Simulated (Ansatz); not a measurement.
Cost and result for the atomization energy of `C1=C[SiH2]OC1` (11 atoms, 11 bonds).

```xyz
11

C     0.340    0.451    1.022
C    -0.106   -0.804    0.940
Si   -0.523   -1.077   -0.843
O    -0.084    0.451   -1.320
C     0.382    1.244   -0.249
H     0.671    0.928    1.942
H    -0.171   -1.452    1.805
H     0.281   -2.117   -1.540
H    -1.956   -1.349   -1.134
H    -0.239    2.145   -0.162
H     1.406    1.580   -0.460
```

The species carries charge 0 and has multiplicity 1. Geometry: relaxed with PBE0-D4/def2-TZVP. Program: Ansatz. All runs use 4 threads of an Arm Neoverse V1 on a shared host. Times are those of one run each, without the atoms' runs, and a repeat can differ threefold. Electronic energies, without spin–orbit coupling; frozen cores. CCSD(T)/CBS adds CCSD(T) − MP2 in def2-TZVPP to the MP2 limit, and its time is that of the two runs behind it. T1 = 0.012.

CCSD(T)/CBS is a level of theory with its own doubt, some kJ/mol a heavy atom from the limit and from the frozen cores, so smaller differences don't rank the functionals.

| level | functions | wall time | atomization (kJ/mol) | difference from CCSD(T)/CBS | per bond |
| --- | --- | --- | --- | --- | --- |
| BLYP-D4/def2-TZVPP | 250 | 2.1 s | 4461.3 | -17.2 | -1.6 |
| PBE-D4/def2-TZVPP (with forces) | 250 | 2.4 s | 4569.0 | 90.5 | 8.2 |
| PBE0-D4/def2-TZVPP | 250 | 2.6 s | 4495.6 | 17.1 | 1.6 |
| CAM-B3LYP-D4/def2-TZVPP | 250 | 2.9 s | 4495.4 | 16.9 | 1.5 |
| CCSD(T)/def2-SVP | 104 | 3.9 s | 4241.2 | -237.3 | -21.6 |
| B2PLYP/def2-TZVPP | 250 | 5 s | 4431.8 | -46.7 | -4.2 |
| PBE-QIDH/def2-TZVPP | 250 | 5.5 s | 4465.6 | -12.9 | -1.2 |
| ωB97X-V/def2-TZVPP | 250 | 7 s | 4491.9 | 13.4 | 1.2 |
| B97M-V/def2-TZVPP | 250 | 8 s | 4487.3 | 8.8 | 0.8 |
| ωB97M-V/def2-TZVPP (with forces) | 250 | 10 s | 4492.0 | 13.5 | 1.2 |
| MP2/def2-QZVPP | 478 | 21 s | 4516.0 | 37.5 | 3.4 |
| CCSD(T)/def2-TZVPP | 250 | 110 s | 4364.4 | -114.1 | -10.4 |
| CCSD(T)/CBS(def2) | – | 2.1 min | 4478.5 | 0.0 | 0.0 |

In def2-TZVPP, CCSD(T) changes the Hartree–Fock value by +1064.0 kJ/mol (the triples alone add +68.4 kJ/mol) and MP2 by +1147.7 kJ/mol; breaking electron pairs costs correlation energy, which Hartree–Fock lacks. From BLYP to BHLYP (50 % exact exchange), in def2-TZVPP and without D4, the atomization energy moves by −85.1 kJ/mol: exact exchange takes away binding that semilocal exchange gives to molecules. Leaving LDA and LC-ωPBE aside and taking each functional with its dispersion term where it has one, the values, not all of them listed here, spread over 218.1 kJ/mol, from BHLYP-D4 to PBE-D4. LDA lies +578.6 kJ/mol from PBE without D4, its usual overbinding.
